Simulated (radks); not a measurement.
Question: These are the eigenvalues of the occupied orbitals of an atom or ion with whole-number occupations (eV). Method: non-relativistic Kohn-Sham, LB94 model potential, spin-polarised, spherical densities, point nucleus; computed with a radial shooting solver on a logarithmic mesh with Libxc functionals.

1s down: -2117.625
1s up: -2114.533
2s up: -378.6237
2s down: -367.8080
2p up: -345.3065

Which element is it, and in what charge state? The configuration may be excited. Open shells, if any, are filled with parallel spins first.

Answer: Z = 14, silicon, charge +8: Si8+ in [He] 2s2 2p2. The list shows which subshells hold electrons but not how many an open one holds; the 1s level, -77.821 hartree, gives Z - s = 12.5 by -(Z - s)^2/2, which with screening narrows Z to a few neighbours, and the depths of the outer levels then fix element, charge and occupations together.
